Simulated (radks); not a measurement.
Removal energies from neutral rhodium, [Kr] 4d9, by Delta-SCF beside the eigenvalue of the level emptied. Calculated with a radial shooting solver on a logarithmic mesh with Libxc functionals: scalar-relativistic Kohn-Sham, PBE, spin-polarised, spherical densities, finite nucleus; Fermi nuclear charge, rms radius of each element as measured or else 0.836 A^(1/3) + 0.57 fm. Open shells are filled with parallel spins first.

removed from    final configuration  Delta-SCF (eV)  -eigenvalue (eV)
4d                         [Kr] 4d8           7.858             3.283
4p            [Ar] 3d10 4s2 4p5 4d9          52.509            47.115
4s            [Ar] 3d10 4s1 4p6 4d9          84.691            79.089
3d             [Ar] 3d9 4s2 4p6 4d9          312.31            297.29
